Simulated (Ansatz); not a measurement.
# Energy profile

The step: CH₅BO ([CH3][BH][OH]) → CH₃BO ([CH3][B][O]) + H₂; bonds formed: H2–H4; bonds broken: B1–H2, O3–H4 (atoms numbered as in the saddle structure below).

B1  (0.179, -0.385, -0.411)
H2  (0.035, 0.519, -1.552)
O3  (0.604, -1.476, -0.945)
H4  (0.362, -0.412, -1.734)
C5  (-0.220, 0.307, 0.914)
H6  (-0.110, -0.389, 1.749)
H7  (0.408, 1.183, 1.101)
H8  (-1.257, 0.654, 0.878)
(Å)

Electronic energies by CCSD(T) at an estimated basis limit (MP2 extrapolated from triple and quadruple zeta, plus CCSD(T) − MP2 in triple zeta), on PBE0-D4/def2-TZVP structures; CH$_{5}$BO, singlet; no counterpoise correction. Program: Ansatz 0.2.0. Basis: def2-TZVPP and def2-QZVPP. Cores are frozen in the correlated methods. Extrapolation: Hartree–Fock as exp(−7.88 √X), correlation as X^−2.97.

Problem. Give the profile in kcal/mol, counted from the start structure. (To be estimated.)

Solution. By the calculation:
```json
{"point": "start structure", "kcal/mol": "0.00"}
{"point": "saddle", "kcal/mol": "59.24"}
{"point": "end structure", "kcal/mol": "12.48"}
{"point": "separated: CH$_{3}$BO (linked as [CH3][B][O]; B1, O3, C5, H6, H7, H8; singlet) + H$_{2}$ (H2, H4; singlet)", "kcal/mol": "13.12"}
```

No T1 diagnostic of these runs exceeds 0.017.

For scale, one of the runs: CCSD(T)/def2-TZVPP, 163 basis functions, launched by `ansatz run in.yaml --threads 2 --pin off --events-out ev --progress --plain --max-ram 4352MiB`. The run took 20 s on 2 CPU threads of an Arm Neoverse V2 (shared host), with 1.3 GiB of host memory at its peak.
